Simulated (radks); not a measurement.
Q: The mean radii <r> (bohr) of the occupied orbitals of an atom or ion are listed with their occupations. Calculated with a radial shooting solver on a logarithmic mesh with Libxc functionals: non-relativistic Kohn-Sham, PBE, spin-polarised, spherical densities, point nucleus.

| orbital | occ. | <r> |
|---|---|---|
| 1s | 2 | 0.04943 |
| 2s | 2 | 0.2215 |
| 2p | 6 | 0.1922 |
| 3s | 2 | 0.6626 |
| 3p | 6 | 0.6839 |
| 3d | 10 | 0.8029 |
| 4s | 2 | 2.251 |

Name the element and its charge. Open shells, if any, are filled with parallel spins first.

A: Z = 31, gallium, charge +1: Ga+ in [Ar] 3d10 4s2. The 1s radius gives Z: for a bare nucleus <r> = 1.5/Z, 0.04839 bohr for Z = 31, and screening makes it slightly larger (0.04943 here). The occupations add up to 30, and the charge is Z minus that.
